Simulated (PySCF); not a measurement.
GaH4NO.

```xyz
7

Ga    -0.3359     0.0268     0.0000
H     -1.8781     0.1185     0.0000
O      0.6069     1.5499     0.0000
H      1.5597     1.4370     0.0000
N      0.5903    -1.5344     0.0000
H      1.5935    -1.6061     0.0000
H      0.1499    -2.4386     0.0000
```
Charge 0, spin multiplicity 1.

The structure is a stationary point at ωB97X-D3(BJ)/def2-TZVP. Other conformers were not sampled.

All values below come from PySCF with B3LYP/pcSseg-1. Non-relativistic, no solvent.

Give the absolute GIAO shielding of each atom: isotropic value and principal components (ppm). (Estimate from the structure and the level; the computed values follow.)


| atom | σ(iso) | σ11 | σ22 | σ33 | span |
|---|---|---|---|---|---|
| Ga1 | 1367.0 | 1226.8 | 1376.9 | 1497.4 | 270.6 |
| H2 | 26.5 | 20.7 | 20.8 | 38.1 | 17.5 |
| O3 | 273.2 | 193.2 | 302.9 | 323.4 | 130.3 |
| H4 | 29.8 | 22.4 | 25.1 | 41.9 | 19.4 |
| N5 | 218.4 | 166.6 | 218.1 | 270.6 | 104.0 |
| H6 | 30.4 | 23.9 | 25.8 | 41.4 | 17.5 |
| H7 | 29.9 | 23.5 | 25.5 | 40.8 | 17.2 |
